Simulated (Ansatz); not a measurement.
Two isomers of C2H9AlOSi: A = `C[C](O)([AlH2])[SiH3]`, B = `CO[SiH2][AlH][CH3]`.

Computed with Ansatz on PBE0-D4/def2-TZVP structures; ΔE is electronic, products minus reactants. CBS: MP2 limit from def2 TZ/QZ plus the TZ coupled-cluster correction, frozen cores. DFT in def2-TZVPP. B3LYP here is the variant with VWN-RPA as its local correlation; programs differ in this. Each species was taken in one conformer, which may not be the lowest.

A:

Z-matrix (Å, degrees):
```
C
C 1 1.527
H 1 1.099 2 111.7
H 1 1.095 2 111.3 3 119.4
H 1 1.094 2 111.5 3 -119.8
O 2 1.442 1 111.3 3 -63.9
Al 2 1.981 1 112.8 3 176.6
Si 2 1.893 1 111.2 3 56.1
H 6 0.964 2 108.7 1 60.8
H 7 1.590 2 116.8 1 -57.7
H 7 1.583 2 121.6 1 123.2
H 8 1.491 2 110.3 1 169.5
H 8 1.489 2 112.5 1 48.6
H 8 1.494 2 108.2 1 -72.2
```

B:

```xyz
14

C     0.713   -0.482   -1.970
O     1.466   -0.916   -0.867
Si    1.695    0.063    0.454
Al   -0.420    0.633    1.607
C    -2.147   -0.002    0.943
H    -0.301   -0.173   -1.678
H     0.626   -1.308   -2.677
H     1.195    0.361   -2.481
H     2.427    1.303    0.032
H     2.624   -0.698    1.336
H    -0.365    1.551    2.910
H    -2.872   -0.151    1.748
H    -2.063   -0.931    0.374
H    -2.576    0.749    0.268
```

Question: Which isomer does CCSD(T)/CBS put lower? Give the gap. (Estimate.)

Answer: Ansatz gave: B, by 149.4 kJ/mol.

Question: Give E(B) − E(A) in kJ/mol with MP2/def2-TZVPP, CCSD(T)/def2-TZVPP, B3LYP-D4, PBE-D4, B2PLYP, r2SCAN-D4, CCSD/def2-TZVPP. (Best estimate.)

Answer: Computed: MP2/def2-TZVPP -145.9, CCSD(T)/def2-TZVPP -149.4, B3LYP-D4 -152.0, PBE-D4 -146.2, B2PLYP -155.9, r2SCAN-D4 -153.0, CCSD/def2-TZVPP -153.7. None reverses the order clearly.

Largest T1 diagnostic: 0.012.

The D4 term adds +8.6 kJ/mol with B3LYP and +4.1 kJ/mol with PBE0; it sums over pairs of atoms, weighted by their polarisabilities, and B3LYP, whose exchange is more repulsive, gets the larger term. In def2-TZVPP, CCSD(T) changes the Hartree–Fock value by +22.8 kJ/mol (the triples alone add +4.2 kJ/mol) and MP2 by +26.3 kJ/mol.
